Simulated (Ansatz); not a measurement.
A nudged elastic band was laid between two geometries of ClF3Ge + F (6 atoms, charge 0, multiplicity 2).

Computed with Ansatz 0.2.0, UKS PBE0-D4/def2-SVP.

```json
{
 "movable images": "5",
 "climbing image": "yes",
 "spring": "5.0 eV/Å²",
 "optimiser": "quadratic models (default)",
 "start path": "through a guess of the saddle point",
 "force threshold": "0.03 eV/Å",
 "iteration limit": "60",
 "end points": "relaxed"
}
```

Initial state:

```xyz
6
Properties=species:S:1:pos:R:3
Ge -0.008 0.000 -0.055
Cl -0.047 0.000 2.041
F 1.593 0.000 -0.642
F -0.788 1.376 -0.692
F -0.788 -1.376 -0.692
F 0.038 0.000 5.100
```

Final state:

```xyz
6
Properties=species:S:1:pos:R:3
Ge -0.121 0.000 0.318
Cl -1.205 0.000 2.141
F 1.567 0.000 0.495
F -0.553 1.382 -0.578
F -0.553 -1.382 -0.578
F 0.866 0.000 3.264
```

Question: What changes between the two ends?

Answer: No bond is made or broken.

Question: Give the energies along the band, and the barrier.

Answer: The run converged. The highest image is number 1 of 0 to 6, 0.000 eV above the first end and 0.166 eV above the last; the last end lies 0.166 eV below the first. The top lies less than 8 meV above the higher end, about what the thresholds resolve: that end is a shoulder or a very shallow well. A vibrational analysis at the climbing image gives no mode beyond 40i cm⁻¹: the surface is too flat there to confirm a saddle point.

| image | path coordinate (Å) | energy (eV) |
| --- | --- | --- |
| 0 | 0.00 | 0.000 |
| 1 | 0.30 | 0.000 |
| 2 | 0.79 | -0.012 |
| 3 | 1.27 | -0.048 |
| 4 | 1.76 | -0.090 |
| 5 | 2.24 | -0.135 |
| 6 | 2.73 | -0.166 |

Question: What is the geometry of the highest image?

Answer: 
```xyz
6
Properties=species:S:1:pos:R:3
Ge -0.036 0.000 -0.043
Cl -0.239 0.000 2.044
F 1.605 0.000 -0.505
F -0.766 1.376 -0.736
F -0.766 -1.376 -0.736
F 0.203 0.000 5.039
```

The band took 10 iterations and of the order of 19 core-minutes.

Run time: 5 min on 4 threads of Arm Neoverse V2, on a shared host, peak memory 0.61 GiB.
